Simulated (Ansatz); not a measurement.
Consider the redistribution: `CO[SiH](N)O` + `C[SiH2][GeH3]` → `CO[SiH](C)O` + `N[SiH2][GeH3]`.

Isolated molecules relaxed with PBE0-D4/def2-TZVP in Ansatz; ΔE leaves out vibrations. CCSD(T)/CBS adds triple-zeta CCSD(T) − MP2 to the extrapolated MP2 energy (def2 sets, frozen cores). DFT in def2-TZVPP. For Ge outer-core shells are correlated without core-valence functions, which leaves a few kJ/mol of doubt a bond. Scalar relativity is left out up to krypton. One conformer a species, not always the lowest.

```
        species  ωB97X-V energy (Eh)
  `CO[SiH](N)O`           -537.12984
`C[SiH2][GeH3]`          -2409.19442
  `CO[SiH](C)O`           -521.05781
`N[SiH2][GeH3]`          -2425.25806
```

Q: Work out ΔE.

A: ΔE = (-521.05781) + (-2425.25806) − (-537.12984) − (-2409.19442) = 0.00839 Eh = +5.3 kcal/mol. CCSD(T)/CBS gives +5.7 kcal/mol.

Largest T1 diagnostic among the species: 0.011.
